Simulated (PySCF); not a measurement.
## Electronic structure of Au⁺ (gold, charge +1) at the UHF level

Configuration: [Xe] 4f14 5d9 6p1, one real determinant (an excited configuration). All numbers are calculated (PySCF 2.14, scalar relativity through the core potential, in aug-cc-pVDZ-PP with ECP60MDF).

```json
{
  "Total energy": "-134.194049 hartree",
  "One-electron energy": "-229.8157 hartree",
  "Hartree (Coulomb) energy": "107.2348 hartree",
  "Exchange energy": "-11.6132 hartree",
  "⟨S²⟩": "2.0017",
  "⟨L²⟩": "8.079",
  "Sum of ⟨r⟩": "25.72 bohr",
  "Sum of ⟨r²⟩": "48.33 bohr²",
  "Traceless quadrupole moment −½Σ⟨3z² − r²⟩ along its main axis": "-5.37 e·bohr²"
}
```

```tsv
shell	electrons	mean orbital energy (eV)	spread (eV)	rms radius, mean of both spins (bohr)
5s α	1	-141.58	0	1.01
5s β	1	-139.85	0	1.01
5p α	3	-88.973	1.511	1.15
5p β	3	-86.696	1.432	1.15
5d α	5	-26.090	1.675	1.63
5d β	4	-24.973	0.637	1.63
6p α	1	-10.839	0	3.80
```

⟨L²⟩ = 8.08 against 12 for a pure F term, so this real determinant mixes terms. Energies and moments cover only the electrons outside the core potential. Spin-orbit coupling, absent here, splits the open shell strongly.
